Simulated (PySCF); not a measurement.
## Trend along group 14: MK cations

CCSD(T) with double-zeta basis sets in PySCF, for the lowest determinant that a PBE0 search found; no spin–orbit coupling. De refers to high-spin ground-configuration atoms (the charge goes to the atom of lower measured ionisation energy or higher electron affinity, which is not always the lowest computed limit).

```tsv
M	basis	reference, frozen orbitals	charged atom	state (unpaired electrons)	Re (Å)	ωe (cm⁻¹)	De (eV)
Si	x2c-SVPall	UHF, 10	K+	triplet (σ ↑, π ↑)	3.781	91.1	0.28
Ge	x2c-SVPall	UHF, 14	K+	triplet (σ ↑, π ↑)	3.817	71.1	0.29
Sn	def2-SVP	UHF, 9	K+	triplet (σ ↑, π ↑)	3.980	66.9	0.31
Pb	def2-SVP	UHF, 9	K+	triplet (σ ↑, π ↑)	4.033	63.1	n/a
```

The shortest bond is that of KSi⁺ (3.781 Å), the longest that of KPb⁺ (4.033 Å).

The rows differ in basis set, which adds steps of its own.

Down a group the atoms grow and get heavier, so bonds lengthen and wavenumbers fall; this series shows no clear exception.

Correlated steps freeze the inner cores (9 to 14 orbitals); shallow outer-core shells are correlated. Weak bonds: KGe⁺, KSi⁺, KSn⁺. Basis-set superposition, not corrected here, can be much of De in a small basis, most of all at correlated wavefunction levels. These are scalar-relativistic numbers at best; spin–orbit coupling would shift them, the dissociation energy most. For an ion De counts to the pair picked by the measured ionisation energies or electron affinities, which need not be the lowest pair at this level. States were picked by a PBE0 search and need not be the measured ground states.
